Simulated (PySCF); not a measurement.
A calculated (TPSS, PySCF 2.14, pcseg-2, no relativity, point nucleus) atom or ion has these occupied shells.

```csv
shell,electrons,orbital energy (eV),"rms radius, mean of both spins (bohr)"
1s α,1,-5845.1,0.0743
1s β,1,-5845.1,0.0743
2s α,1,-659.28,0.321
2s β,1,-657.70,0.321
2p α,3,-558.64,0.289
2p β,3,-557.37,0.289
3s α,1,-74.074,0.979
3s β,1,-69.542,0.979
3p α,3,-46.216,1.06
3p β,3,-41.631,1.06
4s α,1,-4.250,3.60
3d α,5,-3.612,1.70
```

Task: Name the element and its charge.

Result: Cr (chromium, neutral), in [Ar] 3d5 4s1, high-spin 7S determinant.
